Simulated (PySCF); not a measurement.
Gas-phase reaction: SiI4 ⇌ 2 I2 + Si

Method: PySCF energies plus ideal-gas RRHO corrections (1 bar). † marks an energy on the PBE0/def2-TZVP geometry and frequencies; other levels use their own. MP2 and CCSD(T) freeze the core. Open shells (unrestricted): Si (multiplicity 3); the rest are closed-shell singlets. Spin-orbit splitting is ignored; it lowers the true energy and changes the entropy of Si. B3LYP is the form with VWN-RPA correlation. I: scalar-relativistic def2 core potential, no spin-orbit coupling. MP2 isn't extrapolated to the basis-set limit. CCSD(T) isn't extrapolated to the basis-set limit.

```
level               ΔH°(298 K), kJ
------------------  --------------
B3LYP/def2-TZVP†        (withheld)
BLYP/def2-TZVP†                617
CCSD(T)/def2-SVP†              653
M06-2X/def2-TZVP†              717
MP2/def2-SVP†           (withheld)
MP2/def2-TZVPP†                768
PBE0/def2-QZVP†         (withheld)
PBE0/def2-TZVP                 705
r2SCAN/def2-TZVP†              725
ωB97M-V/def2-TZVP†             718
ωB97X-V/def2-TZVP†      (withheld)
```

Problem. Complete the blanks.

Solution. 
- B3LYP/def2-TZVP†, ΔH°(298 K), kJ: 646
- MP2/def2-SVP†, ΔH°(298 K), kJ: 706
- PBE0/def2-QZVP†, ΔH°(298 K), kJ: 698
- ωB97X-V/def2-TZVP†, ΔH°(298 K), kJ: 727
